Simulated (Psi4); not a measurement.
H$_{3}$AlO$_{3}$, triplet, geometry from GFN2-xTB (such geometries of metal compounds can be far from the true shape) (a higher spin typed on purpose: for a closed-shell molecule this is an excited state); B2PLYP/6-311G** (Psi4 1.11).

Here is a job for Psi4.
```
memory 2 GB

molecule mol {
0 3
  Al   -0.228420    0.051984   -0.198127
  O    -1.155948   -1.408739    0.091045
  H    -1.464830   -2.251303    0.420316
  O     0.317466    1.599563   -0.818330
  H     0.813111    2.399623   -0.985605
  O     1.068671   -0.243211    0.926947
  H     1.779664   -0.405021    1.543650
}

set basis 6-311g**
set reference uks

energy('b2plyp')
print_variables()
```

Output, abridged:

```
   => Loading Basis Set <=

    Name: 6-311G**
    Role: ORBITAL
    Keyword: BASIS

         ---------------------------------------------------------
                                   SCF
               by Justin Turney, Rob Parrish, Andy Simmonett
                          and Daniel G. A. Smith
                              UKS Reference
         ---------------------------------------------------------

  ==> Geometry <==

    Molecular point group: c1
    Full point group: C1

    Geometry (in Angstrom), charge = 0, multiplicity = 3:

       Center              X                  Y                   Z               Mass
    ------------   -----------------  -----------------  -----------------  -----------------
         AL          -0.211180576939     0.048060753884    -0.183174037293    26.981538530000
         O           -1.138708576939    -1.412662246116     0.105997962707    15.994914619570
         H           -1.447590576939    -2.255226246116     0.435268962707     1.007825032230
         O            0.334705423061     1.595639753884    -0.803377037293    15.994914619570
         H            0.830350423061     2.395699753884    -0.970652037293     1.007825032230
         O            1.085910423061    -0.247134246116     0.941899962707    15.994914619570
         H            1.796903423061    -0.408944246116     1.558602962707     1.007825032230

  Running in c1 symmetry.

  Rotational constants: A =      0.32579  B =      0.15206  C =      0.10367 [cm^-1]
  Rotational constants: A =   9766.98825  B =   4558.60086  C =   3107.99093 [MHz]
  Nuclear repulsion =  157.984531673719118

  Charge       = 0
  Multiplicity = 3
  Electrons    = 40
  Nalpha       = 21
  Nbeta        = 19

  ==> Algorithm <==

  SCF Algorithm Type is DF.
  DIIS enabled.
  MOM disabled.
  Fractional occupation disabled.
  Guess Type is SAD.
  Energy threshold   = 1.00e-06
  Density threshold  = 1.00e-06
  Integral threshold = 1.00e-12

  ==> Primary Basis <==

  Basis Set: 6-311G**
    Blend: 6-311G**
    Number of shells: 48
    Number of basis functions: 98
    Number of Cartesian functions: 102
    Spherical Harmonics?: true
    Max angular momentum: 2

  ==> DFT Potential <==

   => LibXC <=

    Version 7.1.2
    S. Lehtola, C. Steigemann, M. J. T. Oliveira, and M. A. L. Marques,  SoftwareX 7, 1–5 (2018) (10.1016/j.softx.2017.11.002)

   => Composite Functional: B2PLYP <=

    B2PLYP Double Hybrid Exchange-Correlation Functional

[...]
  @DF-UKS Final Energy:  -469.39077082527672
    Total Energy =                       -469.3907708252767179
[...]

   => Loading Basis Set <=

    Name: (6-311G** AUX)
    Role: RIFIT
    Keyword: DF_BASIS_MP2

	 --------------------------------------------------------
	                          DF-MP2
	      2nd-Order Density-Fitted Moller-Plesset Theory

	        Rob Parrish, Justin Turney, Andy Simmonett,
	           Ed Hohenstein, and C. David Sherrill
	 --------------------------------------------------------

	 --------------------------------------------------------
	                 NBF =    98, NAUX =   455
	 --------------------------------------------------------
	   CLASS    FOCC     OCC    AOCC    AVIR     VIR    FVIR
	   ALPHA       0      21      21      77      77       0
	    BETA       0      19      19      79      79       0
	 --------------------------------------------------------

	-----------------------------------------------------------
	 ==================> DF-MP2 Energies <====================
	-----------------------------------------------------------
	 Reference Energy          =    -469.3907708252767179 [Eh]
	 Singles Energy            =      -0.0000000000000000 [Eh]
	 Same-Spin Energy          =      -0.2722219337167439 [Eh]
	 Opposite-Spin Energy      =      -0.7531767181742194 [Eh]
	 Correlation Energy        =      -1.0253986518909632 [Eh]
	 Total Energy              =    -470.4161694771676707 [Eh]
	-----------------------------------------------------------
	 ================> DF-SCS-MP2 Energies <==================
	-----------------------------------------------------------
	 SCS Same-Spin Scale       =       0.3333333333333333 [-]
	 SCS Opposite-Spin Scale   =       1.2000000000000000 [-]
	 SCS Same-Spin Energy      =      -0.0907406445722480 [Eh]
	 SCS Opposite-Spin Energy  =      -0.9038120618090633 [Eh]
	 SCS Correlation Energy    =      -0.9945527063813112 [Eh]
	 SCS Total Energy          =    -470.3853235316580026 [Eh]
	-----------------------------------------------------------

    B2PLYP Energy Summary
    ---------------------
    DFT Reference Energy                  =  -469.3907708252767179
    Scaled MP2 Correlation                =    -0.2768576360105601
    @Final double-hybrid DFT total energy =  -469.6676284612872792

  Variable Map:
  ----------------------------------------------------------------------------
[...]
  Array Variable Map:
  ----------------------------------------------------------------------------
[...]
[...]
```
